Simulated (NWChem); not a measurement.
System: sulfur tetrafluoride (SF₄); SMILES FS(F)(F)F

```xyz
5

F      1.2205     0.0000     0.6180
S      0.0000     0.0000    -0.3866
F      0.0000    -1.6542    -0.2744
F      0.0000     1.6542    -0.2744
F     -1.2205     0.0000     0.6180
```
Atoms are numbered in this order, from 1.

Program: NWChem. Coordinates come from a PBE0/def2-SVP optimisation. Ions are spin-unrestricted doublets at the neutral geometry; other ion states weren't tried.

For level PBE/def2-SVP:

```yaml
vertical ionisation energy, ΔSCF (eV): 12.10
"−ε(HOMO) (eV)": 7.93
```

Problem. Estimate the same quantities for level PBE0/def2-SVP.

Solution. The vertical ionisation energy, ΔSCF (eV) is 12.65 and the −ε(HOMO) (eV) is 9.79.
